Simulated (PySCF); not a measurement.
Computed with PySCF with PBE-D3(BJ)/def2-TZVP // PBE0-D4/def2-TZVP. Gas-phase values, no solvent. One relaxed conformer stands for a flexible species; it need not be the lowest. Delta-SCF ions had no search for a lower state. 

Reference species (SMILES): `C1[SiH2]C=C(C=1)O` (H–O–C–C torsion 0°) (neutral, multiplicity 1).

- HOMO–LUMO gap: 3.26 eV
- vertical ionisation energy (Delta-SCF): 8.34 eV
- HOMO: -5.43 eV
- LUMO: -2.17 eV

Changed species: `O[SiH]1C=CC=C1` (H–O–Si–C torsion 54°).

Problem. What does the change do to the HOMO–LUMO gap, vertical ionisation energy (Delta-SCF), HOMO and LUMO?

Solution. the HOMO–LUMO gap falls by 0.10 eV, to 3.16 eV; the vertical ionisation energy (Delta-SCF) increases by 0.42 eV, to 8.76 eV; the HOMO falls by 0.40 eV, to -5.83 eV; the LUMO falls by 0.50 eV, to -2.67 eV.
